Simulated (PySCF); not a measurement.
C4H7BN2, SMILES CB1C=NCN=C1. Geometry optimised at PBE0-D3(BJ)/def2-SVP. The structure was generated by enumeration, and PubChem lists no compound with its InChIKey, so it may never have been made. One conformer was computed; it need not be the lowest.

Computed equilibrium geometry at PBE0-D3(BJ)/def2-SVP (PySCF confirms it by a frequency run) as a Z-matrix, and its point group (one conformer of several):
point group Cs.
```
B
C 1 1.5597
H 2 1.1008 1 113.97
H 2 1.1008 3 109.69 1 -129.14
H 2 1.1087 3 106.05 4 -114.11
C 1 1.5619 2 124.04 3 27.82
N 6 1.2857 1 122.54 2 177.10
H 6 1.1045 7 115.13 1 -179.84
C 7 1.4253 6 119.37 8 -179.78
H 9 1.1087 7 107.07 6 126.08
H 9 1.1088 10 102.18 7 -112.36
N 9 1.4253 10 107.07 11 -112.36
C 12 1.2857 9 119.37 10 -126.08
H 13 1.1045 12 115.13 9 179.78
```
Charge 0, spin multiplicity 1.
